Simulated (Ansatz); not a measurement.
```yaml
crystal:
  periodic: [false, false, false]
  atoms:
    - {symbol: F, position_ang: [-1.496672, 0.787605, -0.739786]}
    - {symbol: Zn, position_ang: [-0.093403, 0.027100, -0.048639]}
    - {symbol: Cl, position_ang: [1.579175, -0.879504, 0.775126]}
basis:
  gaussian: {orbitals: STO-3G}
total_charge: -2
hamiltonian: {xc: {name: r2SCAN}}
scf: {lower_state_search: light}
output: {forces: true}
```

```sh
$ ansatz run in.yaml --threads 4 --pin off --events-out ev --progress --plain --max-ram 10444MiB
```

It prints (some lines left out):

```
Functional definition: r2SCAN
328 factors; integrals over basis functions are off by at most 3.5e-4 eV
mean field evaluation 1: about -62705.1839 eV, gradient 5.8e1 eV
mean field evaluation 2: about -62595.1195 eV, gradient 1.8e2 eV
mean field evaluation 4: about -62732.8292 eV, gradient 1.9e2 eV
mean field evaluation 8: about -62852.9750 eV, gradient 8.7e1 eV
mean field evaluation 16: about -62900.5458 eV, gradient 4.6e0 eV
mean field evaluation 32: about -62901.7217 eV, gradient 2.8e-2 eV
mean field evaluation 64: about -62901.7227 eV, gradient 8.2e-2 eV
mean field evaluation 96: about -62901.7232 eV, gradient 3.2e-1 eV
mean field evaluation 128: about -62901.7224 eV, gradient 1.5e-1 eV
mean field evaluation 224: about -62901.7216 eV, gradient 1.7e-3 eV
mean field evaluation 288: about -62901.7215 eV, gradient 2.3e-3 eV
mean field evaluation 416: about -62901.7224 eV, gradient 1.8e-3 eV
mean field evaluation 448: about -62901.7224 eV, gradient 1.5e-4 eV
mean field -62901.72247806 eV, -2311.5956647499 hartree, gradient 8.4e-7 eV, S^2 0.000000; 11 other end points of the search recorded, 0 dependent functions left out
reference -62901.72248176 eV, -2311.5956648859 hartree; 29, 29 occupied and 3, 3 virtual orbitals, 328 factors
Total energy: -62901.72248176 eV, -2311.5956648859 hartree
Atom 0 at    -1.496672     0.787605    -0.739786 Å, force     0.101370    -0.147310     0.034913 eV/Å
Atom 1 at    -0.093403     0.027100    -0.048639 Å, force    -2.968854     1.779095    -1.434587 eV/Å
Atom 2 at     1.579175    -0.879504     0.775126 Å, force     2.867484    -1.631785     1.399674 eV/Å
Dipole moment:     0.005596    -0.015045     0.000804 e Å
```

(1) What is wrong with this run?

Results:

(1) The charge is far from anything that the molecule holds. The run converged. The result belongs to that input, not to the molecule as meant.
